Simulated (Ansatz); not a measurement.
Ideal-gas functions of `[F][Al]([Cl])[SeH]` at 298.15 K and 1 bar, from an Ansatz frequency run at PBE0-D4/def2-TZVP.

Molar mass 161.4 g/mol, point group Cs (symmetry number 1), electronic degeneracy 1, moments of inertia 122.156, 390.27, 512.426 u Å². Harmonic wavenumbers (cm⁻¹, unscaled): 108, 177, 213, 240, 347, 570, 598, 874, 2439.

Use S(trans) = R[1.5 ln M + 2.5 ln T − 1.1517]; rotational temperatures θ = 24.2544 K / I; S(rot) = R[ln(√π/σ · √(T³/θAθBθC)) + 1.5]; for each mode x = 1.438777 ν̃/T, S = R[x/(eˣ − 1) − ln(1 − e⁻ˣ)] and H = RT x/(eˣ − 1); 1 cm⁻¹ = 0.0119627 kJ/mol; R = 8.31446 J/(mol·K).

Problem. By hand: the entropy, in J/(mol·K).

Solution. Translation 172.3. Rotation: θ = 0.1986, 0.0621, 0.0473 K, giving 119.2. Vibration, mode by mode: 13.83, 9.87, 8.44, 7.54, 4.94, 2.11, 1.90, 0.65, 0.00, in all 49.3. Electronic 0.0. Sum 340.8 J/(mol·K).

Problem. By hand: H − E and G − E in kJ/mol, counted from the electronic energy.

Solution. Zero-point energy ½ × 5566 × 0.0119627 = 33.3; thermal vibration 8.2; translation, rotation and pV give 4 RT = 9.9. H − E = 51.4 kJ/mol, and G − E = 51.4 − 298.15 × 340.8/1000 = -50.2 kJ/mol.

Vibration gives 14 % of the entropy, 13.8 J/(mol·K) of it from the mode under 150 cm⁻¹: soft modes count most, and the harmonic formula is weakest for them. The sum counts one conformer and one mirror image; others add a mixing term.
